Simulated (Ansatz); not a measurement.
Species: C5H10Si (charge 0, singlet). 
Geometry from a B3LYP-D3(BJ)/def2-TZVP (Ansatz, a first-principles code) optimisation:
```xyz
16

Si     2.1575    -0.1208    -0.1063
C      0.3049    -0.0443    -0.0440
C     -0.5126    -0.2634    -1.0787
C     -1.9705    -0.1764    -0.7091
C     -1.9341     0.4806     0.6871
C     -0.5039     0.2264     1.2144
H      2.6031    -0.4284    -1.4858
H      2.6722    -1.1655     0.8152
H      2.7500     1.1720     0.3203
H     -0.1838    -0.5151    -2.0799
H     -2.4106    -1.1803    -0.6776
H     -2.5578     0.3951    -1.4314
H     -2.7046     0.0984     1.3563
H     -2.0943     1.5553     0.5839
H     -0.1178     1.0685     1.7933
H     -0.4642    -0.6468     1.8755
```
Charge 0, spin multiplicity 1.

Basis-set convergence of Hartree-Fock and MP2 correlation energies (hartree) with Ansatz. Correlated levels leave the core frozen unless marked. No spin-orbit coupling. Non-relativistic.

```tsv
basis	functions	E(HF)	E(corr, MP2)
cc-pV(D+d)Z	143	-484.09553	-0.78638
cc-pV(T+d)Z	329	-484.15851	-0.95723
cc-pV(Q+d)Z	639	-484.17418	-1.01744
```

Extrapolating the two largest sets (X = 3 and 4) as X^-3: E(corr) = (64·(-1.01744) - 27·(-0.95723))/37 = -1.0614 Eh, an estimate of the basis-set limit. The largest set recovers 95.9 % of it, the smallest 74.1 %.
